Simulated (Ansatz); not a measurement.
Isolated molecules relaxed with PBE0-D4/def2-TZVP in Ansatz; ΔE leaves out vibrations. CBS: MP2 limit from def2 TZ/QZ plus the TZ coupled-cluster correction, frozen cores. This one scheme is used for every species. Functionals use def2-TZVPP. B3LYP here is the variant with VWN-RPA as its local correlation; programs differ in this. Each species was taken in one conformer, which may not be the lowest.

`CC([SiH3])C=N` + CH₃OH → `COC=N` + `CC[SiH3]`  (substitution at a C–C bond)

Is it downhill or uphill in electronic energy at CCSD(T)/CBS, and by how much? (Best estimate.)

Computed: Downhill: ΔE = -26.8 kJ/mol.

What do these levels give: PBE0-D4, B3LYP-D4, ωB97M-V, r2SCAN, B3LYP, HF/def2-TZVPP, SCS-MP2/def2-TZVPP, CCSD/def2-TZVPP, MP2/def2-QZVPP, SCS-MP2/def2-QZVPP, HF/CBS(def2), MP2/CBS(def2)? (Estimate.)

The calculation gave: PBE0-D4 -34.9, B3LYP-D4 -36.3, ωB97M-V -34.9, r2SCAN -42.2, B3LYP -41.9, HF/def2-TZVPP -41.4, SCS-MP2/def2-TZVPP -29.3, CCSD/def2-TZVPP -29.4, MP2/def2-QZVPP -26.7, SCS-MP2/def2-QZVPP -27.8, HF/CBS(def2) -41.3, MP2/CBS(def2) -25.7 kJ/mol.

Largest T1 diagnostic among the species: 0.014.

The D4 term adds +5.7 kJ/mol with B3LYP and +3.4 kJ/mol with PBE0; it sums over pairs of atoms, weighted by their polarisabilities, and B3LYP, whose exchange is more repulsive, gets the larger term. In def2-TZVPP, CCSD(T) changes the Hartree–Fock value by +12.2 kJ/mol (the triples alone add +0.2 kJ/mol) and MP2 by +13.3 kJ/mol.
